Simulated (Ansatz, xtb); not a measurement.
Ranking isomers of CH11NSi3

4 gas-phase structures of CH11NSi3, from a drawn sample of its isomers (lower ones may exist). Each was relaxed with GFN2-xTB; where two conformers were screened, the lower at r2SCAN-D4/def2-SVP//GFN2-xTB is listed:

A. `C[SiH2][Si@@H](N)[SiH3]`, a singlet
B. `C[Si](N)([SiH3])[SiH3]`, a singlet
C. `C[SiH2][SiH2][SiH2]N`, a singlet
D. `C[Si@@H](N)[SiH2][SiH3]`, a singlet

Question: Make a reasoned guess at their ranking by r2SCAN-D4/def2-SVP//GFN2-xTB single-point energy.

Answer: Calculated order at r2SCAN-D4/def2-SVP//GFN2-xTB: D (0.0), C (1.3), B (2.3), A (4.6) kcal/mol.

Energies above the lowest of each column, in kcal/mol; the last columns are at r2SCAN-D4/def2-SVP geometries:

```
structure  GFN2-xTB  HF/STO-3G  r2SCAN-D4/def2-SVP//GFN2-xTB  r2SCAN-D4/def2-SVP  CCSD(T)/def2-SVP + ΔMP2/def2-TZVPP
        D       0.9        0.0                           0.0                 0.0                                 0.0
        C       0.0        1.7                           1.3                 0.3                                 1.3
        B       1.2        2.6                           2.3                 1.8                                 2.2
        A       0.8        3.5                           4.6                 3.7                                 3.7
```

CCSD(T)/def2-SVP + ΔMP2/def2-TZVPP puts D lowest; GFN2-xTB picks C. Some further structures that were screened fall inside this span and aren't listed. Flexible structures stand in one conformer each, not always the lowest. ΔMP2 is the change of the MP2 energy from the smaller to the larger basis.

Over these structures GFN2-xTB departs from r2SCAN-D4/def2-SVP//GFN2-xTB by 1.3 kcal/mol on average once a common shift is removed. A GFN2-xTB relaxation took about 0.15 s and the r2SCAN-D4/def2-SVP//GFN2-xTB energy about 3.5 s on a shared host (Ansatz 0.2.0, xtb 6.7.1).
